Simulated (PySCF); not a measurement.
Yb(SH)3 at several levels of theory

Computed with PySCF 2.14.0 (density fitting, no spin-orbit coupling) at the geometry relaxed with PBE0:

```xyz
7
Yb(SH)3 (singlet in the valence; each metal's 4f electrons, 13 of them, lie in its core potential, out of spins and levels)
Yb    0.0000    0.0000    0.8608
S     2.4950   -0.4331    0.8714
H     2.8138    0.8837    0.9147
S    -0.8724    2.3773    0.8714
H    -2.1722    1.9950    0.9147
S    -1.6226   -1.9442    0.8714
H    -0.6416   -2.8787    0.9147
```

```
    level                                              basis    state  HOMO (eV)  gap (eV)  charge on Yb1 (e)  population of f-type functions on Yb1 (polarisation alone where 4f lies in the core)  dipole about the centre of mass (D)  largest force component (eV/Å)
     PBE0  Yb lcecp-1-SVP with ECP59, S def2-SVP, H def2-SVP  singlet      -7.54      5.12               0.81                                                                                  0.02                                 0.01                            0.01
     TPSS                                           the same  singlet      -6.46      3.57               0.79                                                                                  0.02                                 0.01                            0.20
CAM-B3LYP                                           the same  singlet      -8.79      7.18               0.74                                                                                  0.02                                 0.01                            0.06
```

In the lcecp rows the 4f levels are missing from HOMO and gap, and the state counts the valence alone.

Charges are Mulliken's, which hang on the basis. The relaxation used the grid (50, 194), these runs (75, 302) or, all-electron (x2c bases, spin-free X2C Hamiltonian), (99, 590).

Q: What does PBE0 with Yb lcecp-1-TZVP with ECP59, S def2-TZVP, H def2-TZVP give here?

A: state singlet, HOMO (eV) -7.60, gap (eV) 5.19, charge on Yb1 (e) 1.25, population of f-type functions on Yb1 (polarisation alone where 4f lies in the core) 0.03, dipole about the centre of mass (D) 0.00, largest force component (eV/Å) 0.22. Time: 25 s on 2 threads of Intel(R) Xeon(R) Platinum 8375C CPU @ 2.90GHz (Ice Lake), on a shared host, from free ions and atoms.

In the first row's basis the gap widens with exact exchange: 3.6 eV for TPSS (none); 5.1 eV for PBE0 (a fixed share); 7.2 eV for CAM-B3LYP (rising or full at long range).

An lcecp potential fixes the number of 4f electrons, so in runs with it no electron can move into or out of that shell.
